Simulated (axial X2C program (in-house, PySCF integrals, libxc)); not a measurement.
# Nuclear properties of HfP⁺

Computed with an in-house all-electron X2C program for linear molecules (integrals from PySCF): two-component X2C with atomic mean-field Coulomb and Gaunt terms, Gaussian nuclei, basis Hf dyall-cv3z, P dyall-v3z with contracted cores.

R = 2.177 Å (near the PBE0 minimum at charge 1 of the determinant lowest at the starting distance; the state shown can have its own minimum elsewhere).

Determinant lowest in the PBE0 search, Ω = 0 (closed shell), highest spinor 48% Hf d, 42% P p, 3% Hf p:

| level | qzz Hf (a.u.) | qzz P (a.u.) |
| --- | --- | --- |
| PBE0 | -4.62 | -0.79 |
| HF | -1.89 | -1.32 |
| BHandHLYP | -3.75 | -0.91 |
| r2SCAN | -4.75 | -0.75 |
| B3LYP | -4.90 | -0.64 |

Determinant 0.48 eV from it at PBE0 and this distance, Ω = 2 (⟨Sz⟩ = 1.00, ⟨Lz⟩ = 1.00 at PBE0), spin on the atoms Hf 0.69, P 0.31:

```csv
level,Eeff magnitude (GV/cm),Ws magnitude Hf (kHz),A∥/gI Hf (MHz),qzz Hf (a.u.),A∥/gI P (MHz),qzz P (a.u.)
PBE0,17.3,7.12,2300,-5.83,85.4,-1.85
HF,20.8,8.86,2360,-4.76,49.6,-2.09
BHandHLYP,18.1,7.44,2280,-5.48,83.6,-1.90
r2SCAN,16.6,6.95,2470,-5.92,95,-1.79
B3LYP,18,7.39,2220,-6.05,91.7,-1.81
```

Eeff is the effective electric field on the electron electric dipole moment in this Ω state and Ws the scalar–pseudoscalar constant of the nucleus named (defined with the proton number Z and per Ω); A∥ (defined per Ω) follows by multiplying with gI = μI/(I μN); qzz is the electric field gradient, eQq0 = 234.96 MHz × Q/barn × qzz. The operators were transformed with the bare-nucleus X2C matrices; with these basis sets, hyperfine constants and field gradients can be off by tens of per cent, and where levels differ in sign neither size nor sign is settled.

Each state is one determinant with collinear spin, which with several unpaired electrons need not be a pure state. Unrestricted Hartree–Fock can overshoot spin polarisation at the nuclei. With several open shells hyperfine constants can be off by a factor of several. Open-shell Ω = 0 determinants with evenly filled partner blocks cannot be reached by this program, so the Ω shown need not be the lowest component. At HF a later determinant lies lower. States lie within half an eV, so the first need not be the ground state. Further determinants of the search, some of them spin-mixed, are not shown. Where a field gradient or hyperfine factor spreads by more than a factor of two over the levels, a constant derived from it is not to be relied on. PBE0 term energies can be off by some tenths of an eV.
